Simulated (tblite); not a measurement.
C6H15N2 (SMILES CN(C)[CH]CN(C)C), doublet, geometry from GFN2-xTB; GFN1-xTB with ALPB(water) (tblite 0.6.0).

The tblite input:
```
$ tblite run mol.xyz --method gfn1 --charge 0 --spin 1 --alpb water --json tblite.json --no-restart

# file mol.xyz
23

C      1.51673722    -1.17841064    -0.51652139
N      1.57471507     0.23418042    -0.25344693
C      2.90033046     0.79848820    -0.26613600
C      0.65458206     0.79125486     0.62492997
C     -0.57120102     0.07703849     1.03899522
N     -1.45081329    -0.32682032    -0.07898795
C     -1.88421939     0.81694709    -0.85158422
C     -2.57962898    -1.09295807     0.39941081
H      2.09179180    -1.39157200    -1.41910800
H      1.93437294    -1.77739103     0.30543216
H      0.47883690    -1.46083258    -0.67766317
H      2.83855177     1.87737778    -0.13711493
H      3.53647366     0.39038272     0.53226862
H      3.37440419     0.58440677    -1.22574409
H      0.69397618     1.86522102     0.69466845
H     -0.31661178    -0.85510082     1.56107129
H     -1.12214499     0.72065043     1.74647474
H     -2.50886732     1.51198947    -0.26688852
H     -2.45879489     0.47111659    -1.71041852
H     -1.00461602     1.35034062    -1.20703805
H     -3.17546499    -1.41978338    -0.45271962
H     -3.22952213    -0.51796476     1.07976803
H     -2.21930020    -1.97452138     0.92948955
```

Problem. What does tblite print? Leave out banner, timings and long lists.

Solution. 
```
xTB calculator
 | screened Coulomb repulsion
 | Coulomb electrostatics
 |  * isotropic Klopman-Ohno-Mataga-Nishimoto electrostatics
 |  * onsite third-order electrostatics
 | DFT-D3(BJ) dispersion correction
 | Interactions (3)
 | [1] alpb/gbsa reaction field model
 | [2] cds contribution to solvation
 | [3] empirical free energy shift and standard state/solvent correction

halogen bonding energy    0.0000000000000E+00 Eh
repulsion energy          3.2937182022960E-01 Eh
dispersion energy        -9.8201366257572E-03 Eh
interaction energy        1.6913376349366E-03 Eh
number of electrons       4.9000000000000E+01 e
integral cutoff           1.9731147476801E+01 bohr

------------------------------------------------------------
  cycle        total energy    energy error   density error
------------------------------------------------------------
      1     -27.01324480610  -2.7334488E+01   5.5307668E-01
      2     -27.07591348538  -6.2668679E-02   3.2676728E-01
      3     -27.07621066203  -2.9717665E-04   4.8902069E-02
      4     -27.07710542081  -8.9475878E-04   1.7640902E-03
      5     -27.07711232177  -6.9009637E-06   3.8522477E-04
      6     -27.07711250382  -1.8205150E-07   1.5008193E-04
      7     -27.07711252036  -1.6539332E-08   1.4533661E-05
------------------------------------------------------------

electronic energy        -2.7398355541600E+01 Eh
total energy             -2.7077112520361E+01 Eh

Post processing:
 | Mayer-Wiberg bond orders

[Info] JSON dump of results written to 'tblite.json'
```
